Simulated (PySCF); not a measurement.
Computed IR spectrum (relative IR intensity) of a molecule C₃H₉NSi₂. Geometry: B3LYP-D3(BJ)/def2-SVP. The values are those of a single conformer. Computed with B3LYP-D3(BJ)/def2-SVP in PySCF. Frequencies are harmonic and unscaled.

Lines under 2 % of the strongest are left out, and lines within 2 cm⁻¹ are merged.

```
ν (cm⁻¹)  relative intensity
--------  ------------------
205                      3.8
270                       13
374                      5.8
413                      4.0
492                      4.0
653                      5.2
662                      6.9
723                      6.7
754                       25
786                      100
863                      100
888                       23
924                      6.2
934                      4.3
946                       12
948                       26
1161                     2.8
1623                     8.0
2186                      35
2205                      38
2212                      45
2229                      31
3472                      24
```

Task: Identify the compound among the candidates.
(A) C#C[C@H](N)[SiH2][SiH3]
(B) N[C@@H]([SiH3])C#C[SiH3]
(C) C=C[C@H]1N[SiH2][SiH2]1
(D) C[SiH2][SiH2]CC#N

Result: A, C#C[C@H](N)[SiH2][SiH3]
